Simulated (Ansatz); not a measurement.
Sr₅S₆⁻. The state is a doublet with charge -1. Geometry PBE-D4/def2-SVP.

```xyz
11

Sr   -3.525    1.784    3.496
Sr    3.037   -0.975   -0.177
Sr   -1.028    0.429   -1.213
Sr    1.427   -1.070   -3.970
Sr   -0.014    0.326    3.194
S    -1.778    1.085    5.312
S    -2.080    1.182    1.266
S    -1.443   -1.149   -3.581
S     2.399   -0.743    2.463
S    -0.723    0.883   -4.043
S     3.728   -1.752   -2.746
```

In the def2 sets Sr takes a core potential; there is no spin–orbit coupling. Another isomer (doublet) lies 3.80 eV lower at PBE0-D4/def2-SVP; other spin states weren't run for this one.

Task: Estimate the α-spin orbital energies around the gap (eV) in Ansatz with PBE-D4/def2-SVP, r2SCAN-D4/def2-SVP, PBE0-D4/def2-SVP.

Result: 
| orbital | PBE-D4/def2-SVP | r2SCAN-D4/def2-SVP | PBE0-D4/def2-SVP |
| --- | --- | --- | --- |
| HOMO−9 | -2.27 | -2.39 | -3.26 |
| HOMO−8 | -2.18 | -2.28 | -3.14 |
| HOMO−7 | -2.04 | -2.19 | -3.07 |
| HOMO−6 | -1.94 | -2.08 | -2.88 |
| HOMO−5 | -1.93 | -2.02 | -2.88 |
| HOMO−4 | -1.66 | -1.76 | -2.56 |
| HOMO−3 | -1.59 | -1.69 | -2.51 |
| HOMO−2 | -1.46 | -1.55 | -2.34 |
| HOMO−1 | -1.42 | -1.51 | -2.30 |
| HOMO | -0.57 | -0.59 | -1.09 |
| LUMO | -0.24 | 0.10 | 0.21 |
| LUMO+1 | 0.71 | 0.91 | 1.27 |
| LUMO+2 | 0.73 | 1.07 | 1.51 |
| LUMO+3 | 1.08 | 1.40 | 1.57 |
| LUMO+4 | 1.10 | 1.43 | 1.64 |
| LUMO+5 | 1.29 | 1.47 | 1.83 |
| β HOMO | -1.39 | -1.48 | -2.26 |
| β LUMO | -0.21 | 0.11 | 0.21 |
